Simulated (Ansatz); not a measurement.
Consider the isomerisation: `CC=C=C[SiH3]` → `CC#CC[SiH3]`.

Program: Ansatz. Geometries: PBE0-D4/def2-TZVP. ΔE: electronic, gas phase. CCSD(T)/CBS is the MP2 limit (def2-TZVPP, def2-QZVPP) plus CCSD(T) − MP2 in def2-TZVPP, frozen cores. Functionals use def2-TZVPP. B3LYP here is the variant with VWN-RPA as its local correlation; programs differ in this. HSE06 is defined as in plane-wave codes.

(1) Is it downhill or uphill in electronic energy at CCSD(T)/CBS, and by how much? (Estimate.)

(2) What do these levels give: PBE0-D4, BHLYP-D4, ωB97X-V, PBE-QIDH, PBE, B3LYP, r2SCAN0, HSE06, RPA@PBE/def2-TZVPP, HF/def2-SVP, MP2/def2-TZVPP, SCS-MP2/def2-TZVPP? (Estimate.)

Largest T1 diagnostic among the species: 0.012.

## Answers

(1) Computed: Nearly level: ΔE = -0.9 kJ/mol.

(2) Ansatz gave: PBE0-D4 7.1, BHLYP-D4 4.7, ωB97X-V 2.0, PBE-QIDH -4.0, PBE 11.7, B3LYP 8.8, r2SCAN0 6.1, HSE06 6.8, RPA@PBE/def2-TZVPP 4.2, HF/def2-SVP -5.7, MP2/def2-TZVPP -12.6, SCS-MP2/def2-TZVPP -10.1 kJ/mol.

From PBE to PBE0 (25 % exact exchange), in def2-TZVPP and without D4, ΔE moves by −5.4 kJ/mol. Leaving LDA and LC-ωPBE aside and taking each functional with its dispersion term where it has one, the values, not all of them listed here, spread over 19.0 kJ/mol, from PBE-QIDH to BLYP-D4.
